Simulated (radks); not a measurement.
Problem. Calculated with a radial shooting solver on a logarithmic mesh with Libxc functionals: non-relativistic Kohn-Sham, LDA (Slater exchange, Perdew-Wang correlation), spin-unpolarised, spherical densities, point nucleus. Response by self-consistent Sternheimer equations with the Hartree and adiabatic LDA kernel. Rank He, F7+, N5+, Li+, Ne8+, O6+, B3+, Be2+, C4+ (NIST ground configurations) by static dipole polarisability, largest first.

Solution. He 1.659, Li+ 0.2150, Be2+ 0.05667, B3+ 0.02094, C4+ 0.009450, N5+ 0.004870, O6+ 0.002759, F7+ 0.001678, Ne8+ 0.001078 bohr^3.
